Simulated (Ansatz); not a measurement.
Gas-phase electronic energies from Ansatz, PBE0-D4/def2-TZVP geometries. CBS: MP2 limit from def2 TZ/QZ plus the TZ coupled-cluster correction, frozen cores. Functionals use def2-TZVPP. Each species was taken in one conformer, which may not be the lowest.

`FB([SiH3])C[SiH3]` → `F[SiH2]BC[SiH3]`  (isomerisation)

| level | ΔE (kJ/mol) |
| --- | --- |
| ωB97X-V | 19.1 |
| ωB97M-V | 18.8 |
| CCSD(T)/def2-TZVPP | 18.8 |
| MP2/def2-QZVPP | 10.4 |

Task: What does CCSD(T)/CBS give? (Best estimate.)

Result: Ansatz gave: +13.4 kJ/mol. The listed levels differ from it by 5.7, 5.4, 5.4, -3.0 kJ/mol.

Largest T1 diagnostic among the species: 0.013.

From PBE to PBE0 (25 % exact exchange), in def2-TZVPP and without D4, ΔE moves by −3.3 kJ/mol.
